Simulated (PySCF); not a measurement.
Excitations are Tamm–Dancoff values on a coarser integration grid. The basis has no diffuse functions, so Rydberg states are missing or too high.

Z-matrix (Å, degrees):
```
C
C 1 1.3257
H 2 1.0839 1 121.89
H 2 1.0862 3 116.93 1 179.42
H 1 1.0880 2 120.24 3 -1.08
C 1 1.4921 5 115.68 2 178.80
H 6 1.0940 1 110.29 5 61.13
H 6 1.0987 7 107.49 1 -119.77
O 6 1.4153 7 105.34 8 -119.02
H 9 0.9612 6 107.67 7 -175.70
```
Charge 0, multiplicity 1.

Q: Estimate the LUMO, S1 excitation (TDA) and S1 oscillator strength that PBE0-D4/def2-TZVP (PySCF 2.14.0) returns for this input.

A: 
LUMO: -0.08 eV
S1 excitation (TDA): 6.52 eV
S1 oscillator strength: 0.034
